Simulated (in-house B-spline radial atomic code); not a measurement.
# RPA and G0W0 on PBE0: Te⁺

Configuration [Kr] 4d10 5s2 5p3, highest spin, mean-field start PBE0. Computed with an all-electron radial atomic-structure program (B-spline basis): all electrons, non-relativistic, point nucleus, each spin shell either full or empty, empty states to l = 9 with an (l + 1/2)⁻⁴ tail; G0W0 by contour deformation at full frequency.

Without relativity these are model numbers: it shifts the levels of so heavy an element strongly and can reorder them.

Command:
```bash
python run_gw.py task.json out
```
Settings (radii: box in bohr, nucleus in fm):
```
Z                        52
electrons                51
configuration            [Kr] 4d10 5s2 5p3
hamiltonian              nr
method                   pbe0
lmax                     9
spin_polarised           True
box_radius               23.78
intervals                55
```

Run time, properties included: 6.2 s on 1 thread of Arm Neoverse N1, on a shared host.

Energies (hartree):

```json
{"term": "mean-field total", "value": "-6613.65792"}
{"term": "Hartree-Fock functional on these orbitals", "value": "-6611.48821"}
{"term": "direct second order", "value": "-4.3599"}
{"term": "second-order exchange", "value": "1.1998"}
{"term": "SOSEX correction", "value": "1.1165"}
```

(1) What is the RPA correlation energy, and what remains with SOSEX?

Quasi-particle levels (eV):

| level | occupied | mean field | Σx - vxc | Σc | QP weight | G0W0 |
| --- | --- | --- | --- | --- | --- | --- |
| 5p up | yes | -15.790 | -2.80 | ? | ? | ? |
| 5s down | yes | -21.711 | -1.29 | -2.10 | 0.913 | -25.101 |
| 5p down | no | -11.207 | 4.49 | -2.35 | 0.923 | -9.072 |

G0W0 = mean field + (Σx - vxc) + Σc, with Σc (partial-wave tail included) taken at the quasi-particle energy. Only the outer levels were computed. Levels of low weight are left out.

(2) Where does G0W0 put 5p up?

## Answers

(1) RPA gives -3.8244 hartree (-2.04 eV per electron); RPA + SOSEX gives -2.7079, and the second-order doubles -3.1601 hartree (no singles). SOSEX takes back 29 % of the RPA value.

(2) At -19.012 eV, with Σc = -0.42 eV and a quasi-particle weight of 0.920. The tabulated removal energy is 18.6 ± 0.4 eV (NIST, measured); the calculation leaves out relativity, Breit and QED terms, and what these don't explain is the method's own error.
